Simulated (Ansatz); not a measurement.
The same path of a periodic cell of 17 atoms, LiSi₁₆ (host Si, host structure diamond, interstitial Li), cell charge +1 was run twice with different band settings. Lost on the way: Si10–Li17, Si11–Li17, Si12–Li17, Si16–Li17. Made: Si9–Li17, Si13–Li17, Si14–Li17, Si15–Li17.

The calculation used DFT PBE, scalar-relativistic, plane waves, PAW (Ansatz). Settings: PAW set soft_1, cutoff 420 eV, k mesh 2x2x2, fermi-dirac smearing 0.02 eV, no spin polarisation.

Relaxed end points:

```xyz
17
Lattice="0.0000 5.4300 5.4300 5.4300 0.0000 5.4300 5.4300 5.4300 0.0000" Properties=species:S:1:pos:R:3
Si -0.064 0.013 0.061
Si 1.318 1.395 1.415
Si 2.700 2.777 0.061
Si 4.033 4.110 1.394
Si 2.684 0.029 2.743
Si 4.013 1.395 4.110
Si 5.366 2.777 2.727
Si 6.748 4.130 4.109
Si -0.048 2.761 2.742
Si 1.317 4.088 4.110
Si 2.701 5.442 2.726
Si 4.054 6.826 4.110
Si 2.685 2.761 5.475
Si 4.034 4.109 6.824
Si 5.382 5.458 5.475
Si 6.747 6.826 6.803
Li 6.750 1.392 4.106
```

```xyz
17
Lattice="0.0000 5.4300 5.4300 5.4300 0.0000 5.4300 5.4300 5.4300 0.0000" Properties=species:S:1:pos:R:3
Si 0.041 0.017 0.040
Si 1.422 1.371 1.421
Si 2.777 2.754 0.041
Si 4.105 4.120 1.407
Si 2.755 0.037 2.754
Si 4.087 1.370 4.086
Si 5.471 2.753 2.733
Si 6.852 4.135 4.088
Si 0.042 2.754 2.776
Si 1.408 4.120 4.104
Si 2.757 5.469 2.756
Si 4.106 6.818 4.105
Si 2.734 2.753 5.470
Si 4.089 4.135 6.851
Si 5.472 5.490 5.471
Si 6.838 6.817 6.837
Li 5.470 2.752 5.469
```

Common settings: movable images 3; climbing image yes; spring 5.0 eV/Å²; force threshold 0.05 eV/Å; end points relaxed.

| run | optimiser | start path | iteration limit |
| --- | --- | --- | --- |
| 1 | lbfgs | IDPP | 80 |
| 2 | quadratic models (default) | default | 8 |

(1) What does each run give, and how far can it be trusted?

Results:

(1) Run 1: converged after 16 iterations, highest image 0.587 eV above the first end. By the program's own check the climbing image is of a kind that is not told: the force calls were inconclusive, a negative curvature could not be distinguished from the path's own, the only one lies far off the path, or fixed occupations may fill a level only in part (lowest curvatures found: -2.20 and 0.86 eV/Å²).
Run 2: converged after 3 iterations, highest image 0.588 eV above the first end. The order of the stationary point at the top wasn't checked.
Limits of this set-up: charged cell in a uniform background, uncorrected.
